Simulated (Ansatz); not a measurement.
Geometry optimisation, Ansatz, RHF/def2-SVP.

Input file:

```yaml
crystal:
  periodic: [false, false, false]
  atoms:
    - { symbol: B, position_ang: [-0.1796, 1.2213, 1.7691] }
    - { symbol: Si, position_ang: [-0.4552, 0.2215, 0.1362] }
    - { symbol: O, position_ang: [0.9966, -0.5675, -0.2462] }
    - { symbol: B, position_ang: [0.8471, -1.3158, -1.46] }
    - { symbol: F, position_ang: [1.0643, -0.7469, -2.7627] }
    - { symbol: H, position_ang: [-1.1336, 1.9076, 2.1844] }
    - { symbol: H, position_ang: [0.8399, 1.2769, 2.3187] }
    - { symbol: H, position_ang: [-1.4794, -0.7494, 0.3488] }
    - { symbol: H, position_ang: [-0.8253, 1.1481, -0.9173] }
    - { symbol: H, position_ang: [0.4082, -2.4469, -1.368] }
basis:
  gaussian: { orbitals: def2-SVP }
hamiltonian:
  xc: hf
relax:
  f_tol: 0.015
  max_steps: 40
```

Launched with:

```bash
$ ansatz run input.yaml --threads 1 --pin off --max-ram 2048MiB --backend cpu --events-out ev --progress --plain --runs-dir out
```

Question: Where does it end, and by what steps?

Answer: It converged. After 33 steps the energy has fallen by 1.170 eV; F5 moved furthest, 1.21 Å.

```tsv
step	energy less start (eV)	largest force component (eV/Å)	accepted
0	0.0000	4.165	yes
2	-0.8000	1.873	yes
4	-1.0544	0.715	yes
6	-1.1061	0.085	yes
8	-1.1061	0.443	no
10	-1.1128	0.298	yes
12	-1.1236	0.384	yes
14	-1.1634	0.046	yes
16	-1.1671	0.068	yes
18	-1.1682	0.017	yes
20	-1.1688	0.027	yes
22	-1.1691	0.057	yes
24	-1.1696	0.030	yes
26	-1.1698	0.037	yes
28	-1.1700	0.054	yes
30	-1.1701	0.034	yes
32	-1.1703	0.019	yes
33	-1.1703	0.011	yes
```

```xyz
10
Properties=species:S:1:pos:R:3
B -0.059 1.248 1.748
Si -0.750 0.341 0.069
O 0.501 -0.209 -0.891
B 0.921 -1.316 -1.501
F 2.021 -1.263 -2.224
H -0.839 1.784 2.487
H 1.102 1.264 2.048
H -1.610 -0.814 0.437
H -1.553 1.279 -0.748
H 0.348 -2.366 -1.423
```

Time of the run: 68 s on 1 thread of Intel(R) Xeon(R) Platinum 8488C (Sapphire Rapids), with other jobs on the host, peak memory 0.19 GiB.
